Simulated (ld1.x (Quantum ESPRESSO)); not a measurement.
**Building the ultrasoft potential for Al (Z = 13) (PBE, scalar-relativistic).**

```json
{"Element": "Al", "Generator": "ld1.x (Quantum ESPRESSO) 7.5", "Type": "ultrasoft", "Functional": "PBE", "Relativity": "scalar-relativistic", "Frozen core": "[Ne]", "Valence charge": "3", "Reference configuration": "3s1 3p2", "Partial waves": "3s (bound): rcut 1.40, rcutus 1.95 bohr; 3s channel at 1.6 Ry: rcut 1.40, rcutus 1.95 bohr; 3p (bound): rcut 2.05, rcutus 2.70 bohr; 3p channel at 0.3 Ry: rcut 2.05, rcutus 2.70 bohr; 3d channel at 0.15 Ry: rcut 1.95, rcutus 2.65 bohr; 3d channel at 2.05 Ry: rcut 1.95, rcutus 2.65 bohr", "Local potential": "all-electron potential smoothed inside 1.55 bohr (lloc = -1)", "Core correction": "none", "Augmentation charge": "PSQ, radius 1.30 bohr"}
```

All-electron outer shells of the reference configuration (PBE, scalar-relativistic, ld1.x):

```tsv
shell	level (eV)	outermost node (bohr)	outermost maximum (bohr)
2s	-109.98	0.16	0.50
2p	-71.45	–	0.43
3s	-8.57	0.80	2.06
3p	-3.34	0.81	2.58
```

Results:

| Quantity | Value |
| --- | --- |
| Cutoffs needed | 6 Ry and 10 Ry (the cutoffs (Ry, on a coarse ladder) from which the occupation-weighted sum of valence levels, in a spherical-Bessel basis at the reference potential, stays within 10 and 1 mRy of its value at 400 Ry) |
| Ghost test | no extra level below or beside the all-electron valence levels (s, p, d, f tested) (spherical-Bessel basis up to 400 Ry, 20 bohr box) |
| Largest excitation error | +16 meV (all-electron minus pseudo) for 3s0 3p3, out of 7 test configurations |
| Lowest eigenvalue of the overlap operator | 0.40 (s channel) |
| Density cutoff estimated by the generator | 216 Ry |

Generation and tests took about 1.8 s on one core of a shared server CPU.
